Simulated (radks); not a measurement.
Valence configurations of W2+ (all share [Xe]). Calculated with a radial shooting solver on a logarithmic mesh with Libxc functionals: Dirac Kohn-Sham, PBE, spin-unpolarised, spherical densities, point nucleus; open shells are shared between the two j in proportion to 2j + 1. Energies are relative to 4f14 5d4; eigenvalues in eV.

| valence | E (eV) | e(4f5/2) | e(4f7/2) | e(5d3/2) | e(5d5/2) | e(6p1/2) |
|---|---|---|---|---|---|---|
| 4f14 5d4 | 0.000 | -50.430 | -48.193 | -20.377 | -19.542 | - |
| 4f14 5d3 6p1 | 7.639 | -54.986 | -52.747 | -23.670 | -22.752 | -15.431 |
| 4f13 5d4 6p1 | 42.090 | -64.555 | -62.223 | -25.439 | -24.407 | -15.779 |
| 4f13.5 5d4 6s0.5 | 16.256 | -56.641 | -54.356 | -22.250 | -21.327 | - |
| 4f12.5 5d4 6s1.5 | 57.064 | -69.846 | -67.466 | -26.265 | -25.160 | - |
| 4f12.5 5d4 6s0.5 6p1 | 64.220 | -71.283 | -68.902 | -27.495 | -26.371 | -16.408 |
| 4f14 5d3 6s1 | 1.023 | -53.545 | -51.306 | -22.471 | -21.574 | - |
| 4f13.5 5d4 6p0.5 | 19.519 | -57.361 | -55.076 | -22.862 | -21.929 | -14.784 |
| 4f13 5d4 6s1 | 35.235 | -63.119 | -60.787 | -24.216 | -23.203 | - |
| 4f13 5d3 6s2 | 38.338 | -66.618 | -64.284 | -26.554 | -25.474 | - |

NIST lists [Xe] 4f14 5d4 as the ground configuration; this level of theory agrees among the configurations tried. The energies are those of spherical spin-averaged densities, not of single terms.
